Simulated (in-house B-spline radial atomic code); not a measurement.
A fraction x of an electron is removed from 4d in Cs IV (Cs3+), starting from [Kr] 4d10 5s2 5p4 and keeping the highest spin. Computed with an all-electron radial atomic-structure program (B-spline basis): scalar-relativistic (X2C) BP86, spin-polarised, spherical fractional occupations, Fermi nucleus of rms radius 4.8041 fm.

```csv
x,E(x) - E(0) (eV),4d down level (eV)
0,0.0000,-103.632
0.01,1.0373,-103.835
0.14,14.7078,-106.483
0.32,34.2071,-110.181
0.38,?,?
0.5,?,?
0.54,58.9487,-114.751
0.7,77.5770,-118.107
0.84,94.3189,-121.067
0.93,105.3009,-122.980
1,113.9618,-124.474
```

What belongs in the row x = 0.38?

An energy change of 40.8552 eV; 4d down at -111.422 eV.

What belongs in the row x = 0.5?

An energy change of 54.3753 eV; 4d down at -113.916 eV.

Check Janak's theorem between x = 0.01 and 0.14.

The slope of the energy is 105.16 eV; the orbital levels give 105.16 eV (-ε of the emptying orbital, averaged over the two points).
